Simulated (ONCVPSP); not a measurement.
## Which change was made? (Te, ONCV)

```json
{
  "Element": "tellurium (Te)",
  "Generator": "ONCVPSP 4.0.1",
  "Type": "optimised norm-conserving Vanderbilt (ONCV)",
  "Functional": "LDA (Perdew-Wang 92)",
  "Relativity": "non-relativistic",
  "Frozen core": "[Ar] 3d10",
  "Valence charge": "24",
  "Reference configuration": "4s2 4p6 4d10 5s2 5p4",
  "Partial waves": "4s+5s: rc 1.50 bohr, ncon 3, nbas 7, qcut 6.2 1/bohr, 2 projectors; 4p+5p: rc 1.50 bohr, ncon 4, nbas 8, qcut 8.8 1/bohr, 2 projectors; 4d: rc 1.05 bohr, ncon 4, nbas 8, qcut 8.8 1/bohr, 2 projectors, debl 1.9 Ha",
  "Local potential": "polynomial inside 1.00 bohr (lpopt 5, dvloc0 0 Ha)",
  "Core correction": "polynomial model core, fcfact 0.45"
}
```

Cutoffs, loose and tight: the cutoffs (Ha) at which the residual kinetic energy of the hardest occupied pseudo-wave falls to 1 and 0.1 mHa per electron. They do not see the model core or the augmentation charge, which bear on the density cutoff. Test errors are all-electron minus pseudo excitation energies from the reference, over the configurations 4s2 4p6 4d10 5s2 5p3; 4s2 4p6 4d10 5s2 5p2; 4s2 4p6 4d10 5s2 5p1; 4s2 4p6 4d9 5s2 5p5; variants that change the core or the reference have their own tests.

The base gives: outcome: generated; cutoff, loose: 118 Ha; cutoff, tight: 207 Ha; bound ghosts: none; GHOST(+) flags above zero: d; largest test error (meV): +25.

Task: After one change the result is: outcome: generated; cutoff, loose: 61 Ha; cutoff, tight: 151 Ha; bound ghosts: none; GHOST(+) flags above zero: none; largest test error (meV): +36. Which change was it?
A. scalar-relativistic
B. s: nproj 4
C. d: rc 1.22

Result: C. The others give: s: nproj 4 → outcome: generated; cutoff, loose: 118 Ha; cutoff, tight: 207 Ha; bound ghosts: s; GHOST(+) flags above zero: s, d; largest test error (meV): +9.9 | scalar-relativistic → outcome: generated; cutoff, loose: 117 Ha; cutoff, tight: 207 Ha; bound ghosts: none; GHOST(+) flags above zero: s, d; largest test error (meV): -13.
